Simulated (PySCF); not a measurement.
Distances in Å between the heavy atoms of a computed structure (GFN2-xTB; lower triangle, same order across):
```
F1    0.00
C2    1.35  0.00
C3    2.39  1.36  0.00
S4    3.89  2.58  1.73  0.00
C5    3.61  2.33  2.47  1.73  0.00
C6    4.69  3.55  3.87  2.96  1.41  0.00
C7    4.46  3.62  4.37  3.94  2.22  1.37  0.00
N8    3.20  2.60  3.66  3.80  2.23  2.25  1.37  0.00
C9    2.43  1.41  2.30  2.59  1.40  2.26  2.21  1.36  0.00
```

Hydrogens: 1 on C3, 1 on C6, 1 on C7, 1 on N8.

Neutral, closed shell.

Q: Which heavy atoms are bonded, and with what formal order?

A: F1–C2 (single); C2–C3 (aromatic); C3–S4 (aromatic); S4–C5 (aromatic); C5–C6 (aromatic); C6–C7 (aromatic); C7–N8 (aromatic); N8–C9 (aromatic); C2–C9 (aromatic); C5–C9 (aromatic). The orders are those of one drawing; other resonance forms can be drawn.

Q: Write the SMILES.

A: `Fc1csc2cc[nH]c12`, C6H4FNS. Among its features: pyrrole-type ring nitrogen, aromatic ring with sulfur and C–F bond.

Q: Which rings does it hold (smallest set)?

A: C2–C3–S4–C5–C9 (5 members, 0.00 Å rms from planarity); C5–C6–C7–N8–C9 (5 members, 0.00 Å rms from planarity).

Q: Describe the place of each heavy atom.

A: F1: aryl fluorine; C2: aromatic C–F carbon; C3: aromatic CH next to a ring sulfur; S4: thiophene-type sulfur; C5: ring-fusion aromatic carbon; C6: aromatic CH carbon; C7: aromatic CH next to a ring nitrogen; N8: pyrrole-type nitrogen; C9: ring-fusion aromatic carbon.
